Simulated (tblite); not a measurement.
Compound: C₅H₅O₃ (doublet state).
Numbering: `[CH2:1][O:2][C:3]1=[CH:4][O:5][CH:6]=[CH:7][O:8]1` (hydrogens: H9, H10 on C1; H11 on C4; H12 on C6; H13 on C7)

Cartesian coordinates in Å at the GFN2-xTB level; atoms count from 1:
```xyz
13
C5H5O3 angstrom
C     -2.612    0.517   -0.297
O     -1.764   -0.523   -0.211
C     -0.452   -0.375   -0.279
C      0.368   -1.444   -0.193
O      1.748   -1.350   -0.258
C      2.192   -0.063   -0.419
C      1.395    0.992   -0.505
O      0.009    0.925   -0.443
H     -2.257    1.519   -0.419
H     -3.643    0.246   -0.221
H      0.007   -2.446   -0.067
H      3.264    0.002   -0.468
H      1.741    2.001   -0.632
```

Computed values, GFN2-xTB/tblite, gas phase, harmonic and unscaled. This tight-binding method is rough: wavenumbers can miss measured ones by several per cent, in bad cases by 10 to 20. One conformer, not necessarily the lowest. Open shells enter through the occupations alone, without spin polarisation, and single modes of such species can be off by tens of per cent.

Harmonic wavenumbers (cm⁻¹): 82.9, 90.3, 162.0, 223.0, 258.1, 370.5, 425.9, 448.1, 507.6, 527.4, 563.8, 662.8, 760.5, 787.8, 802.2, 924.8, 984.3, 996.1, 1051.8, 1078.4, 1130.5, 1195.1, 1202.1, 1273.2, 1333.1, 1342.8, 1624.1, 1720.3, 3135.4, 3148.5, 3156.7, 3165.1, 3221.5.

A = 5267, B = 1678, C = 1273 MHz; mass 113.024 u (most abundant isotopes); point group Cs, symmetry number 1; spin multiplicity 2.

Task: Zero-point energy?

Result: ½Σν̃ = 19178 cm⁻¹ = 54.83 kcal/mol.

Task: Entropy at 200 K, 1 bar (ideal gas, RRHO, classical rotation)?

Result: Translation 38.13, rotation 26.56, vibration 12.22, spin (R ln 2) 1.38: S = 78.3 cal/(mol K).

Task: And Cp and H(200 K) − H(0)?

Result: Cp = 23.25 cal/(mol K), of which vibrations give 15.30 (their classical limit is 33 R = 65.6); H(200 K) − H(0) = 3.02 kcal/mol without the zero-point energy, 1.43 from vibrations.

Task: What must be added to the electronic energy to get the Gibbs energy at 200 K and 1 bar?

Result: ZPE + [H(200 K) − H(0)] − T·S = 54.83 + 3.02 − 15.66 = 42.19 kcal/mol.

Task: Which modes carry the vibrational entropy at 200 K?

Result: 82.9 cm⁻¹: 3.04; 90.3 cm⁻¹: 2.88; 162.0 cm⁻¹: 1.79; 223.0 cm⁻¹: 1.25; 258.1 cm⁻¹: 1.02; 370.5 cm⁻¹: 0.54 cal/(mol K); the other 27 give 1.70 together.

Task: How do the functions run with temperature in this model?

Result: 
| T (K) | S (cal/(mol K)) | Cp (cal/(mol K)) | H − H(0) (kcal/mol) | G − H(0) (kcal/mol) | ln q(vib) |
| --- | --- | --- | --- | --- | --- |
| 150 | 72.2 | 19.1 | 1.96 | -8.87 | 1.68 |
| 250 | 83.9 | 27.3 | 4.28 | -16.70 | 3.47 |
| 298.15 | 89.1 | 31.1 | 5.69 | -20.86 | 4.37 |
| 400 | 99.2 | 38.3 | 9.24 | -30.46 | 6.30 |
| 600 | 116.8 | 48.2 | 17.97 | -52.11 | 10.07 |
| 900 | 138.2 | 56.8 | 33.85 | -90.48 | 15.33 |

q(vib) and H(0) count from the zero-point level.

Task: Blend soft modes into free rotors: weight 1/[1 + (100 cm⁻¹/ν̃)⁴] for the oscillator and the rest for a rotor with moment μB/(μ + B), μ = h/(8π²ν), B = 10⁻⁴⁴ kg m². What vibrational entropy results?

Result: 11.82 cal/(mol K) in place of 12.22, which changes −T·S at 200 K by +0.08 kcal/mol.

Hindered rotation and anharmonicity are outside this model. Other conformers, if any are populated, would add a mixing term that is left out.

Time: 0.27 s of wall time. Hardware: an Arm Neoverse V2 with one thread (shared host). The figure is for the frequency step alone.
